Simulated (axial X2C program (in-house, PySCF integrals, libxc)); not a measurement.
# Working with the constants of KS⁺

A bond curve at the CCSD(T) level, with spin–orbit coupling, was computed with an in-house all-electron X2C program for linear molecules (integrals from PySCF) (basis K dyall-cv3z [11s12p6d3f], S dyall-av3z [9s8p3d2f] (cores contracted in-house)) for the state Ω = 1 (⟨Sz⟩ = 1.00, ⟨Lz⟩ = 0.00 at HF). Its fit gives Re = 3.3344 Å, ωe = 115.8 cm⁻¹, ωexe = 1.54 cm⁻¹ and αe = 1.265e-03 cm⁻¹; the masses are 38.9637 and 31.9721 u. Two-component means X2C with spin–orbit coupling and atomic mean-field Coulomb and Gaunt terms.

Correlated methods: 14 electrons correlated (number of frozen shells: K 2 s, 1 p; S 2 s, 1 p), 238 virtual spin orbitals or spinors in MP2, 90 natural virtuals in coupled cluster.

**Question.** Find the reduced mass, Be and the force constant.

**Answer.** From the CCSD(T) values: μ = 17.5617 u. Be = 16.8576/(μ Re²) = 0.08634 cm⁻¹. k = 5.8918×10⁻⁷ μ ωe² = 0.139 mdyn/Å.

**Question.** Estimate the centrifugal constant by the Kratzer relation.

**Answer.** D = 4Be³/ωe² = 1.92e-07 cm⁻¹.

**Question.** Where do the fundamental and the first overtone lie?

**Answer.** ν(1←0) = ωe − 2ωexe = 112.7 cm⁻¹; ν(2←0) = 2ωe − 6ωexe = 222.4 cm⁻¹.

**Question.** Estimate De from a Morse curve and compare with the computed well depth of 0.300 eV to K+ + S.

**Answer.** De(Morse) = ωe²/(4ωexe) = 0.270 eV against 0.300 eV computed, a ratio of 0.90. For De the Morse form works well here.

**Question.** A Morse curve ties αe to the other constants (Pekeris). How well does that hold?

**Answer.** αe(Morse) = 6Be²/ωe × (√(ωexe/Be) − 1) = 1.245e-03 cm⁻¹; the CCSD(T) curve gives 1.265e-03 cm⁻¹, a ratio of 0.98.

The state is one determinant whose occupation by symmetry is held fixed; it was picked as the lowest of a PBE0 search that is not exhaustive. De is counted from the lowest determinant-based energies of the atoms at the same level, without counterpoise correction. CCSD and (T) use frozen natural virtuals with an MP2 correction for the truncation; (T) itself is uncorrected, so its De runs slightly low. PBE0 can misorder states that lie within some tenths of an eV, so this need not be the ground state of the molecule. The nearest other 2c determinant of the search, Ω = 2, lies 0.39 eV up at the distance of the search. With several unpaired electrons one determinant need not be a pure state. Open-shell Ω = 0 determinants with evenly filled partner blocks cannot be reached by this program, so the Ω shown need not be the lowest component. This is the Ω = 1 component of a π² triplet; the 0⁺ component is not one determinant and can lie lowest.
